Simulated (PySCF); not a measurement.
Run record: excited-state job, `C=N[Si@@](C)(Br)C[SiH3]`.

Computed with TDDFT B3LYP/def2-SVPD, vertical, gas phase, core orbitals frozen in the response (PySCF 2.14.0, density-fitted response routines). Geometry: GFN2-xTB. A driver script takes a list of jobs; this job's settings line and coordinates (Å) are shown.

Command:
```bash
OMP_NUM_THREADS=1 python probes_run.py task.json out
```

Input:
```
{"job": {"kind": "uv", "xc": "B3LYP", "basis": "def2-SVPD", "nstates": 8, "ntriplets": 3}, "charge": 0, "multiplicity": 1}
C     -3.003780    -0.167960     0.947139
N     -2.036618    -0.443415     0.206333
Si    -0.480203     0.281534     0.033373
C     -0.337397     0.929648    -1.734276
Br    -0.287789     2.046405     1.424304
C      0.826400    -0.987817     0.535081
Si     2.617446    -0.489092     0.129119
H     -3.901104    -0.777257     0.894330
H     -3.015207     0.660183     1.662481
H      0.616412     1.427277    -1.880947
H     -0.402525     0.112250    -2.444264
H     -1.125907     1.639422    -1.966986
H      0.744460    -1.183121     1.604751
H      0.595295    -1.926954     0.034777
H      3.508398    -1.556208     0.584376
H      2.728875    -0.322343    -1.323156
H      2.946245     0.769478     0.796279
```

Output:
```
coarse grid: 65536 points
cycle   1  E = -3327.6729426374  dE = -6.495e-01  |g| = 6.063e-01  |ddm| = 6.248e+00
cycle   2  E = -3327.5621983211  dE =  1.107e-01  |g| = 9.000e-01  |ddm| = 2.480e+00
cycle   3  E = -3327.7532610060  dE = -1.911e-01  |g| = 2.030e-01  |ddm| = 1.738e+00
cycle   4  E = -3327.7629191102  dE = -9.658e-03  |g| = 4.419e-02  |ddm| = 3.681e-01
cycle   5  E = -3327.7633536370  dE = -4.345e-04  |g| = 9.019e-03  |ddm| = 7.718e-02
cycle   6  E = -3327.7633726785  dE = -1.904e-05  |g| = 5.157e-03  |ddm| = 2.334e-02
cycle   7  E = -3327.7633788224  dE = -6.144e-06  |g| = 6.004e-04  |ddm| = 7.587e-03
final grid: 135264 points
cycle   8  E = -3327.7633626097  dE = -3.292e-08  |g| = 8.591e-04  |ddm| = 1.054e-02
cycle   9  E = -3327.7633622488  dE =  3.608e-07  |g| = 1.449e-03  |ddm| = 3.540e-03
cycle  10  E = -3327.7633628139  dE = -5.651e-07  |g| = 2.276e-04  |ddm| = 2.229e-03
cycle  11  E = -3327.7633628261  dE = -1.215e-08  |g| = 2.803e-05  |ddm| = 4.296e-04
cycle  12  E = -3327.7633628263  dE = -2.051e-10  |g| = 6.706e-06  |ddm| = 5.627e-05
converged SCF energy = -3327.7633628263

Static polarisability (au): isotropic 118.695, principal 103.213 114.040 138.832

Singlet excitations
state   eV       nm        f      main configurations
  1   4.0941    302.8   0.00017   H->L 0.99
  2   5.7051    217.3   0.02163   H-1->L 0.99
  3   5.9065    209.9   0.00063   H-2->L 0.99
  4   6.2529    198.3   0.02777   H->L+1 0.95
  5   6.6735    185.8   0.08025   H-3->L 0.78, H->L+2 0.10
  6   6.7540    183.6   0.07136   H->L+2 0.84
  7   6.9072    179.5   0.06876   H-1->L+1 0.83, H-1->L+2 0.10
  8   6.9774    177.7   0.00812   H->L+5 0.37, H->L+3 0.23, H-4->L 0.18

Triplet excitations (Tamm-Dancoff, eV): 3.5196 5.0615 5.6909
```

The SCF starts on a coarse grid where the log names one; the energy can jump when the final grid takes over, and dE then counts from the start density on the new grid. H and L stand for HOMO and LUMO; the number after each pair is its weight.

Question: Which computed singlet has the largest oscillator strength, and what do all of them sum to?

Answer: State 5 at 6.67 eV (186 nm), f = 0.080; the 8 states sum to 0.279.

Question: How does the lowest singlet excitation compare with the HOMO–LUMO gap?

Answer: HOMO -7.04 eV and LUMO -1.32 eV give a gap of 5.72 eV; S1 at 4.09 eV lies 1.63 eV below it.

Summary of the converged run: HOMO -7.04 eV, LUMO -1.32 eV; lowest singlet 4.09 eV; lowest triplet 3.52 eV (Tamm–Dancoff); mean polarisability 118.7 au.

 Relativistic effects, spin–orbit coupling among them, are left out although an element past zinc is present.

Question: Estimate the wall time. Hardware: one thread, AMD EPYC 9R45 (x86_64), shared host with 96 logical CPUs at a one-minute load of 34. And the peak memory of the process?

Answer: About 33 s, with 0.98 GiB resident at the peak, the Python interpreter and its libraries included.

One conformer stands for the species.
Labels such as C1 count atoms from 1, the log's own numbers from 0.
